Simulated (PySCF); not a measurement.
Two species compared at the same levels of theory.

First species: C8H9F.
Cartesian coordinates in Å at the GFN2-xTB level; atoms count from 1:
```xyz
18
C8H9F angstrom
C      2.7358   -0.8747   -0.0546
C      1.5555   -0.3419    0.1973
C      0.4918   -0.1241   -0.8367
C      0.1254    1.3319   -1.0105
C     -1.1780    1.5552   -0.8976
C     -1.9177    0.3148   -0.5717
C     -1.5566   -0.3089    0.7619
C     -0.8507   -0.7458   -0.4760
F     -1.0580   -2.0181   -0.9241
H      3.0156   -1.2007   -1.0428
H      3.4727   -1.0106    0.7182
H      1.3012   -0.0207    1.1981
H      0.8331   -0.5422   -1.7912
H      0.8850    2.0658   -1.2140
H     -1.6730    2.5028   -1.0190
H     -2.8989    0.1403   -0.9842
H     -2.2664   -1.0043    1.1831
H     -1.0256    0.2874    1.4872
```

Second species: C8H9F.
Numbering: `[F:1][CH2:2][C:3]1=[CH:4][CH:5]=[CH:6][C:7]12[CH2:8][CH2:9]2` (hydrogens: H10, H11 on C2; H12 on C4; H13 on C5; H14 on C6; H15, H16 on C8; H17, H18 on C9)

Cartesian coordinates in Å at the GFN2-xTB level; atoms count from 1:
```
atom  x, y, z in Å
F1     1.2833   -0.7750    2.2463
C2     1.7635   -0.5290    0.9708
C3     0.8256    0.3139    0.1816
C4     1.0565    1.5527   -0.3041
C5    -0.1042    2.0101   -1.0251
C6    -1.0526    1.0571   -0.9796
C7    -0.5407   -0.0847   -0.2123
C8    -0.9226   -1.5150   -0.5565
C9    -1.4486   -0.9119    0.6863
H10    1.9128   -1.5160    0.5148
H11    2.7277   -0.0273    1.0950
H12    1.9604    2.1236   -0.1876
H13   -0.1738    2.9672   -1.5090
H14   -2.0368    1.0857   -1.4089
H15   -1.5883   -1.6473   -1.3958
H16   -0.1457   -2.2609   -0.4877
H17   -1.0397   -1.2207    1.6351
H18   -2.4856   -0.6164    0.7250
```

Levels: PBE0/def2-SVPD for HOMO energy, LUMO energy, HOMO–LUMO gap and static isotropic polarisability; TDDFT PBE0/def2-SVPD for lowest singlet excitation; TDA PBE0/def2-SVPD for lowest triplet excitation (Tamm–Dancoff). Geometries: GFN2-xTB. Each structure is a single optimised conformer of the isolated species, non-relativistic unless stated. Electronic properties by PySCF.

Dipoles, sizes and rotational constants follow the conformer. The torsions of the flexible species, by atom-mapped SMILES:
- `[F:1][CH2:2][C:3]1=[CH:4][CH:5]=[CH:6][C:7]12[CH2:8][CH2:9]2`: F1–C2–C3–C4 116°

The conformers of `C=C[C@@H]1C=C[C@@H]2C[C@]12F` aren't listed.

| property | column X | column Y |
| --- | --- | --- |
| HOMO energy | -7.01 eV | -6.39 eV |
| LUMO energy | -0.24 eV | -0.94 eV |
| HOMO–LUMO gap | 6.77 eV | 5.45 eV |
| lowest singlet excitation | 5.89 eV | 4.73 eV |
| lowest triplet excitation (Tamm–Dancoff) | 4.07 eV | 2.93 eV |
| static isotropic polarisability | 88.5 au | 90.1 au |

(1) Which column belongs to which species?

(2) How does each property change from the first species to the second?

## Answers

(1) Column X is the first species and column Y the second. The first has 18 atoms and 66 electrons, the second 18 and 66.

(2) HOMO energy +0.62 eV; LUMO energy -0.70 eV; HOMO–LUMO gap -1.32 eV; lowest singlet excitation -1.16 eV; lowest triplet excitation (Tamm–Dancoff) -1.14 eV; static isotropic polarisability +1.6 au.

On the first: No computed singlet falls in the visible range (750 to 380 nm, 1.65 to 3.26 eV); S1 lies 2.63 eV above its blue end. S1 lies 0.88 eV below the HOMO–LUMO gap; its leading configuration is HOMO→LUMO, weight 0.93.

On the second: S1 lies 0.72 eV below the HOMO–LUMO gap; its leading configuration is HOMO→LUMO, weight 0.98. The polarisability is 13.35 Å³ as a volume (1 au = 0.148185 Å³), or 1.37 au for each of the 66 electrons.
